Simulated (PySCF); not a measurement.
```xyz
7
charge 0 multiplicity 4, angstrom
W     0.0000    0.0000    0.0099
O     1.8694   -0.3665   -0.0730
O    -0.6173    1.8022   -0.0730
O    -1.2521   -1.4357   -0.0730
H     2.3993   -0.4703    0.7231
H    -0.7923    2.3130    0.7231
H    -1.6070   -1.8427    0.7231
```

These are results of PySCF, UPBE0, basis W def2-TZVP with ECP60, O def2-TZVP, H def2-TZVP (scalar-relativistic core potentials, no spin–orbit coupling, density fitting), not measurements.

This geometry of W(OH)3 is a stationary point at this level.

Task: What is the point group?

Result: C3v.

Task: Is it a minimum?

Result: Yes: all harmonic wavenumbers are real.

Task: Give the ideal-gas entropy at 298.15 K and 1 bar by parts.

Result: translation 176.9, rotation 99.4, vibration 49.5, spin 11.5; total 337.3 J/(mol K).

Task: What is the atomisation energy, with and without zero-point energy?

Result: 2684 kJ/mol without, 2579 kJ/mol with.

This need not be the most stable arrangement of these atoms. Other spin states or occupations of the open shell can lie lower. With an element this heavy the missing spin–orbit coupling can shift these numbers.
